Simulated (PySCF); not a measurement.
## CaF₂: from structure and modes to constants

Computed with PySCF, PBE0, basis Ca def2-TZVP, F def2-TZVP (no relativity, density fitting).

The singlet minimum has C2v symmetry. Masses (u): Ca 39.96259, F 18.99840.

```xyz
3
charge 0 multiplicity 1, angstrom
Ca    0.2803    0.0000    0.0000
F    -0.3175    1.9039    0.0000
F    -0.3175   -1.9039    0.0000
```

Harmonic wavenumbers (cm⁻¹): 78.9 (a1, ×1), 517.0 (a1, ×1), 599.2 (b2, ×1).

**Question.** Find the principal moments of inertia and the rotational constants. What kind of rotor is it?

**Answer.** About the centre of mass I = 6.9601, 137.73, 144.69 u Å². With B = 16.8576/I this gives 2.422, 0.1224, 0.1165 cm⁻¹. The molecule is an asymmetric top with κ = -0.99.

**Question.** What is the harmonic zero-point energy?

**Answer.** Half the sum of all 3 wavenumbers, 1195/2 = 598 cm⁻¹, which is 7.1 kJ/mol (1 cm⁻¹ = 0.0119627 kJ/mol).

**Question.** Find the vibrational entropy and heat capacity at 298.15 K.

**Answer.** With u = 1.43878 ω/T, each mode gives S = R[u/(eᵘ−1) − ln(1−e⁻ᵘ)] and C = R u² eᵘ/(eᵘ−1)².
```tsv
ω (cm⁻¹)	u	S (J/(mol K))	C (J/(mol K))
78.9	0.381	16.39	8.21
517.0	2.495	2.58	5.07
599.2	2.892	1.89	4.32
```
The sums over all modes are S = 20.9 and C = 17.6 J/(mol K); the softest mode gives 79 % of the entropy.

**Question.** Give the standard entropy (298.15 K, 1 bar) by its translational, rotational, vibrational and spin parts, and Cp.

**Answer.** Sackur–Tetrode with M = 77.96 u gives 163.2; rotation with symmetry number 2 gives 92.0; vibration 20.9; spin R ln 1 = 0.0. The total is 276.0 J/(mol K), and Cp = 4 R + 17.6 = 50.9 J/(mol K).

Only a few start shapes were tried, so a lower isomer may exist.
